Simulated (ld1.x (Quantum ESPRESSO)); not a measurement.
## Varying the ultrasoft potential for S (Z = 16)

Base potential:

| Quantity | Value |
| --- | --- |
| Element | S (Z = 16) |
| Generator | ld1.x (Quantum ESPRESSO) 7.5 |
| Type | ultrasoft |
| Functional | LDA (PZ) |
| Relativity | scalar-relativistic |
| Frozen core | [He] |
| Valence charge | 14 |
| Reference configuration | 2s2 2p6 3s2 3p4 |
| Partial waves | 2s (bound): rcut 0.90, rcutus 1.00 bohr; 3s (bound): rcut 0.90, rcutus 1.00 bohr; 2p (bound): rcut 0.70, rcutus 0.75 bohr; 3p (bound): rcut 0.70, rcutus 0.75 bohr |
| Local potential | all-electron potential smoothed inside 0.65 bohr (lloc = -2) |
| Core correction | none |
| Augmentation charge | PSQ, inside the norm-conserving radii |

All-electron outer shells of the reference configuration (LDA (PZ), scalar-relativistic, ld1.x):

| shell | level (eV) | outermost node (bohr) | outermost maximum (bohr) |
| --- | --- | --- | --- |
| 1s | -2397.21 | – | 0.06 |
| 2s | -210.79 | 0.13 | 0.39 |
| 2p | -156.52 | – | 0.33 |
| 3s | -17.28 | 0.60 | 1.40 |
| 3p | -7.11 | 0.58 | 1.59 |

Cutoffs, loose and tight: the cutoffs (Ry, on a coarse ladder) from which the occupation-weighted sum of valence levels, in a spherical-Bessel basis at the reference potential, stays within 10 and 1 mRy of its value at 400 Ry. They do not see the model core or the augmentation charge, which bear on the density cutoff. Test errors are all-electron minus pseudo excitation energies from the reference, over the configurations 2s2 2p6 3s2 3p3; 2s2 2p6 3s2 3p2; 2s2 2p6 3s2 3p1; 2s2 2p6 3s1 3p4; 2s2 2p5 3s2 3p4; 2s1 2p6 3s2 3p4; 2s2 2p6 3s1 3p5 (two spin-polarised tests are not counted in the largest error). A dash means not determined; rows that change the core or the reference have their own tests. The largest error is taken over the tests solved by every variant that gives reliable tests at all: 2s2 2p6 3s1 3p4; 2s2 2p6 3s2 3p1; 2s2 2p6 3s2 3p2; 2s2 2p6 3s2 3p3.

Cutoffs are not given where the Bessel-basis levels miss the radial ones by over 6 mRy, ghosts where they miss by over 20 mRy; a channel whose overlap is not positive is not tested.

A file whose overlap is not positive is unfit for use, and its test errors describe a broken file.

```csv
change,outcome,"cutoff, loose","cutoff, tight",bound ghosts,largest test error (meV)
base,"generated, overlap not positive",–,–,not determined (overlap not positive),+59
core correction a·sin(br)/r model core inside 0.64 bohr,"generated, overlap not positive",–,–,not determined (overlap not positive),+59
local potential all-electron potential smoothed inside 0.70 bohr (lloc = -1),"generated, overlap not positive",–,–,not determined (overlap not positive),-29
functional PBE,"generated, overlap not positive",–,–,not determined (overlap not positive),+80
local potential all-electron potential smoothed inside 0.50 bohr (lloc = -2),"generated, overlap not positive",–,–,not determined (overlap not positive),-30
"waves 2s (bound): rcut 0.66, rcutus 0.70 bohr; 3s (bound): rcut 0.66, rcutus 0.70 bohr",generated,260 Ry,over 300 Ry,none,+19
type RRKJ; waves now 2s (bound): rc 1.00 bohr; 2p (bound): rc 0.75 bohr; local potential all-electron potential smoothed inside 0.60 bohr (lloc = -1),"generated, misses its reference levels by 0.42 eV",260 Ry,over 300 Ry,none,+1988
"waves 2p (bound): rcut 0.50, rcutus 0.54 bohr; 3p (bound): rcut 0.50, rcutus 0.54 bohr","generated, overlap not positive",–,–,not determined (overlap not positive),+75
```

What comes out with this change to the base: reference 2s2 2p6 3s1 3p5?

outcome: generated, overlap not positive; bound ghosts: not determined (overlap not positive); largest test error (meV): +1167. A file whose overlap is not positive is unfit for use, and its test errors describe a broken file.

What comes out with this change to the base: all radii scaled by about 0.77 (s 0.76, p 0.58 bohr, rcut 0.68/0.54); local potential all-electron potential smoothed inside 0.50 bohr (lloc = -2)?

outcome: generated; cutoff, loose: over 300 Ry; cutoff, tight: over 300 Ry; bound ghosts: none; largest test error (meV): +9.1.
